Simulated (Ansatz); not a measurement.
Species: sum formula HSOF$_{2}$ (charge +1, singlet). It need not be the lowest isomer of its formula. 
Coordinates optimised at B3LYP-D3(BJ)/def2-TZVP (Ansatz, a first-principles code):
```xyz
5

O      1.2627    -0.5678     0.2465
S     -0.1591    -0.0617     0.4204
F     -0.9204    -0.6972    -0.7535
F     -0.1112     1.3667    -0.1442
H      1.7276    -0.4945    -0.6194
```
Charge +1, spin multiplicity 1.

Basis-set convergence of Hartree-Fock and CCSD correlation energies (hartree) with Ansatz. Cores are frozen in the correlated levels unless marked. Spin-orbit coupling is left out. No relativistic terms.

```json
[
 {"basis": "cc-pV(D+d)Z", "functions": "70", "E(HF)": "-671.48479", "E(corr, CCSD)": "-0.71316"},
 {"basis": "cc-pV(T+d)Z", "functions": "143", "E(HF)": "___", "E(corr, CCSD)": "___"}
]
```

Q: What belongs in the gaps?

A: 
- cc-pV(T+d)Z, E(HF): -671.63508
- cc-pV(T+d)Z, E(corr, CCSD): -0.92040
